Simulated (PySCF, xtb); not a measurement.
C3H8BNO, SMILES C=CB(N)OC. One conformer was computed; it need not be the lowest.

Harmonic wavenumbers (cm⁻¹) from GFN2-xTB run with xtb 6.7.1 at its own minimum, in rising order: 64, 135, 153, 157, 249, 371, 382, 458, 500, 501, 647, 721, 827, 924, 992, 1044, 1082, 1127, 1156, 1238, 1277, 1335, 1409, 1414, 1485, 1487, 1535, 1673, 2910, 2925, 2983, 3012, 3069, 3116, 3512, 3557.

Problem. What does PBE-D3(BJ)/def2-SVP run with PySCF give at its own minimum? (An estimate is asked for; the answer gives what the named calculation found.)

Solution. 84, 134, 152, 166, 255, 381, 390, 414, 511, 555, 693, 720, 838, 945, 970, 1012, 1100, 1133, 1168, 1221, 1293, 1348, 1386, 1422, 1425, 1449, 1546, 1644, 2906, 2971, 3042, 3042, 3057, 3148, 3533, 3634. Paired by order, the mean absolute difference is 23 cm⁻¹ and the zero-point energies are 70.7 and 71.0 kcal/mol.
